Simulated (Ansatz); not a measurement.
Consider the hydrogenolysis of the Si–C bond: `C[SiH](N)I` + H₂ → `N[SiH2]I` + CH₄.

Computed with Ansatz on PBE0-D4/def2-TZVP structures; ΔE is electronic, products minus reactants. CBS: MP2 limit from def2 TZ/QZ plus the TZ coupled-cluster correction, frozen cores. This one scheme is used for every species. DFT in def2-TZVPP. def2 core potentials past Kr. For I outer-core shells are correlated without core-valence functions, which leaves a few kJ/mol of doubt a bond. Each species was taken in one conformer, which may not be the lowest.

```
       level  ΔE (kJ/mol)
  r2SCANh-D4        -15.0
HF/CBS(def2)        -40.4
```

Problem. What does CCSD(T)/CBS give? (An estimate is asked.)

Solution. Ansatz gave: -14.9 kJ/mol. The listed levels differ from it by -0.1, -25.5 kJ/mol.

Largest T1 diagnostic among the species: 0.009.

At CCSD(T), def2-SVP lies −15.2 kJ/mol from the extrapolated value and def2-TZVPP −2.7 kJ/mol. The D4 term adds +10.6 kJ/mol with B3LYP and +5.8 kJ/mol with PBE0; it sums over pairs of atoms, weighted by their polarisabilities, and B3LYP, whose exchange is more repulsive, gets the larger term. Leaving LDA and LC-ωPBE aside and taking each functional with its dispersion term where it has one, the values, not all of them listed here, spread over 13.4 kJ/mol, from B2PLYP to revPBE-D4. LDA lies +7.9 kJ/mol from PBE without D4.

CCSD(T)/CBS has its own doubt, a few kJ/mol and more with outer-core shells, so smaller differences from it don't rank the levels.

B3LYP here is the variant with VWN-RPA as its local correlation; programs differ in this.
